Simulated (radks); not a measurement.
The numbers below are computed, except where a source is named.
Species: neutral tantalum. Configuration: [Xe] 4f14 5d3 6s2. Level of theory: scalar-relativistic Kohn-Sham, PBE, spin-polarised, spherical densities, point nucleus; open shells are filled with parallel spins first (spin-orbit coupling, left out, can overturn this in heavy ions) (a radial shooting solver on a logarithmic mesh with Libxc functionals).

Normalised radial functions P(r) = r R(r), r in bohr:

r	6s down	5d up
0.002112	0.0301	0.0000
0.002908	0.0368	0.0001
0.004005	0.0437	0.0002
0.005515	0.0497	0.0004
0.007595	0.0527	0.0009
0.01038	0.0501	0.0021
0.01429	0.0379	0.0049
0.01968	0.0129	0.0109
0.0271	-0.0240	0.0232
0.03732	-0.0633	0.0464
0.05139	-0.0825	0.0853
0.07078	-0.0539	0.1387
0.09747	0.0281	0.1881
0.1342	0.1092	0.1888
0.1848	0.0901	0.0876
0.2546	-0.0549	-0.1111
0.3506	-0.1703	-0.2829
0.4828	-0.0672	-0.2510
0.6648	0.1793	0.0259
0.9156	0.2710	0.3951
1.261	0.0514	0.6549
1.723	-0.3112	0.7048
2.372	-0.5685	0.5843
3.267	-0.5826	0.3889
4.499	-0.4019	0.2024
6.195	-0.1883	0.0786
8.532	-0.0559	0.0208
11.75	-0.0091	0.0032
16.18	-0.0007	0.0002

6s down: eigenvalue -4.695 eV, 5 radial nodes at r = 0.0222, 0.0886, 0.229, 0.529, 1.32 bohr, <r> = 3.42 bohr, 90 % of the charge inside 5.13 bohr. 5d up: eigenvalue -4.205 eV, 2 radial nodes at r = 0.215, 0.650 bohr, <r> = 2.22 bohr, 90 % of the charge inside 3.59 bohr.
